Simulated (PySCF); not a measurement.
Cartesian coordinates in Å; atom numbers follow the order of the lines, from 1:
```xyz
17

C    -2.561    0.828    0.217
C    -1.736   -0.436    0.094
Cl   -2.554   -1.554   -1.041
Si   -0.012   -0.140   -0.639
O     1.044   -1.369   -0.422
C     2.242   -0.932    0.156
C     2.151    0.596    0.374
O     0.814    0.979    0.228
H    -3.557    0.611    0.599
H    -2.059    1.513    0.895
H    -2.660    1.311   -0.752
H    -1.719   -0.967    1.047
H    -0.086    0.210   -2.054
H     2.378   -1.462    1.102
H     3.068   -1.182   -0.514
H     2.488    0.884    1.372
H     2.753    1.121   -0.373
```

Geometry: GFN2-xTB; GIAO shifts from PySCF, gas phase, non-relativistic, averaged over equivalent atoms.

At CAM-B3LYP/MINI (57 basis functions, 6.9 s wall time on 1 thread of an Arm Neoverse V2, shared host):
```
     atoms  δ (ppm)
        C7     61.8
        C6     61.0
        C2     29.9
        C1     28.1
       Si4    -15.9
        O8    -76.5
        O5    -92.8
       H16     3.26
       H13     3.21
       H15     3.06
       H14     3.03
       H17     2.75
       H12     2.23
H9/H10/H11     1.25
```

Scale: ¹³C (σ = 226.20 ppm) and ²⁹Si (σ = 621.64 ppm) and ¹H (σ = 30.79 ppm) vs TMS; H2O for ¹⁷O (σ = 377.58 ppm) (reference shieldings calculated alike).

Question: Predict the values at B97-D/pcseg-1 on the same geometry.

Answer: 
```
     atoms  δ at B97-D/pcseg-1  change
        C7                67.7    +5.9
        C6                67.4    +6.4
        C2                49.6   +19.7
        C1                22.5    -5.6
       Si4               -12.4    +3.5
        O8                49.2  +125.7
        O5                39.2  +132.0
       H16                4.45   +1.19
       H13                4.83   +1.62
       H15                4.36   +1.30
       H14                4.39   +1.36
       H17                4.32   +1.57
       H12                3.36   +1.13
H9/H10/H11                1.55   +0.30
```

Chemical shifts δ = σref − σ; ¹³C (σ = 191.56 ppm) and ²⁹Si (σ = 327.45 ppm) and ¹H (σ = 31.98 ppm) against TMS; ¹⁷O (σ = 335.19 ppm) against H2O, all at this level.

The largest change is at O5 (oxygen bonded to C, Si, in a 5-membered ring). Cost: 165 basis functions, 26 s wall time on 1 thread of an Arm Neoverse V2, shared host. The order of the carbon signals is the same at both levels.

Carbons that carry Cl, above all several Cl atoms, come out too deshielded, partly because spin–orbit coupling is missing. Experimental scales use liquid or dissolved standards, which lie at an offset from isolated H2O (liquid H2O: subtract about 36 ppm).
